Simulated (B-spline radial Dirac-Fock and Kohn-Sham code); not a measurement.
**The Kα1 (K-L3) line from I to Pm**

Calculated with a radial finite-basis atomic code, using relaxed Dirac-Fock hole states (ΔSCF) with Breit and QED corrections and a finite nucleus. Free neutral atoms. No correlation.

| Z | element | energy (eV) | wavelength (Å) |
| --- | --- | --- | --- |
| 53 | I | 28609.9 | 0.43336 |
| 54 | Xe | 29776.3 | 0.41638 |
| 55 | Cs | 30969.9 | 0.40034 |
| 56 | Ba | 32190.7 | 0.38516 |
| 57 | La | 33439.3 | 0.37077 |
| 58 | Ce | 34717.0 | 0.35713 |
| 59 | Pr | 36023.8 | 0.34417 |
| 60 | Nd | 37358.8 | 0.33187 |
| 61 | Pm | 38722.8 | 0.32018 |

Q: How well does Moseley's law, √E linear in Z, describe these energies?

A: A straight-line fit gives √(E/eV) = 3.4544·(Z − 4.05). The slope squared is 0.8771 Ry, against 0.7500 Ry for a hydrogen-like ion. The residuals, fit less computed, are I -18.9, Xe -5.2, Cs +5.3, Ba +12.3, La +15.4, Ce +13.4, Pr +6.0, Nd -5.6, Pm -22.5 eV.
